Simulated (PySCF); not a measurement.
## From computed data to an observable: dipole moment from atomic charges

H6SeSi2, SMILES [SiH3][Se][SiH3]. Atoms are numbered in the order given.

```xyz
9

Se     0.0000     0.0000     0.7985
Si    -1.6892     0.0000    -0.7422
H     -2.9599     0.0000     0.0366
H     -1.6196    -1.2136    -1.6097
H     -1.6196     1.2136    -1.6097
Si     1.6892     0.0000    -0.7422
H      1.6196     1.2136    -1.6097
H      1.6196    -1.2136    -1.6097
H      2.9599     0.0000     0.0366
```

Coordinates come from a PBE0-D3(BJ)/def2-SVP optimisation.

Charges (e) from PBE/def2-TZVPD (PySCF):

```tsv
atom	ESP fit	IAO
Se1	-0.107	-0.299
Si2	-0.010	0.436
H3	0.039	-0.083
H4	0.012	-0.102
H5	0.012	-0.102
Si6	-0.010	0.436
H7	0.012	-0.102
H8	0.012	-0.102
H9	0.039	-0.083
```

The dipole moment of the full density is 0.72 D.

Problem. What dipole moment does each set of point charges give, and which comes closer to that of the density?

Solution. 
μ = Σ q r, and 1 e Å = 4.8032 D.
ESP fit: Σ q r = (0.000, 0.000, -0.145) e Å, |μ| = 0.70 D.
IAO: Σ q r = (0.000, 0.000, -0.235) e Å, |μ| = 1.13 D.
ESP fit comes closer in size. Point charges leave out the atoms' own dipoles (lone pairs, polarised bonds); fits to the potential absorb them, partitions of the density don't.
